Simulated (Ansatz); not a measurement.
Mulliken charges of `[NH][Si](O)(O)Cl` radical from ωB97M-V/def2-TZVPP in Ansatz (PBE0-D4/def2-TZVP geometry).

```json
{"atom": "N1", "x (Å)": "-0.891", "y (Å)": "0.629", "z (Å)": "1.217", "charge (e)": "-0.308"}
{"atom": "Si2", "x (Å)": "0.027", "y (Å)": "0.060", "z (Å)": "-0.135", "charge (e)": "0.693"}
{"atom": "O3", "x (Å)": "1.544", "y (Å)": "-0.092", "z (Å)": "0.427", "charge (e)": "-0.348"}
{"atom": "O4", "x (Å)": "-0.650", "y (Å)": "-1.327", "z (Å)": "-0.651", "charge (e)": "-0.343"}
{"atom": "Cl5", "x (Å)": "0.035", "y (Å)": "1.271", "z (Å)": "-1.787", "charge (e)": "-0.220"}
{"atom": "H6", "x (Å)": "-1.438", "y (Å)": "1.477", "z (Å)": "1.067", "charge (e)": "0.146"}
{"atom": "H7", "x (Å)": "2.263", "y (Å)": "-0.070", "z (Å)": "-0.206", "charge (e)": "0.189"}
{"atom": "H8", "x (Å)": "-0.797", "y (Å)": "-2.006", "z (Å)": "0.011", "charge (e)": "0.192"}
```

By hand: the dipole of these point charges (1 e Å = 4.8032 D).

Σ q r = (0.036, -0.127, 0.118) e Å, of length 0.177 e Å = 0.85 D.

How does the dipole of the full density compare? (An estimate is asked.)

Ansatz gave: (0.070, -0.063, 0.014) e Å, 0.46 D; the point charges give 1.85 times that, at 44° from its direction.

Point charges leave out the atoms' own dipoles, such as those of lone pairs, and Mulliken's split depends on the basis, so the two needn't agree.
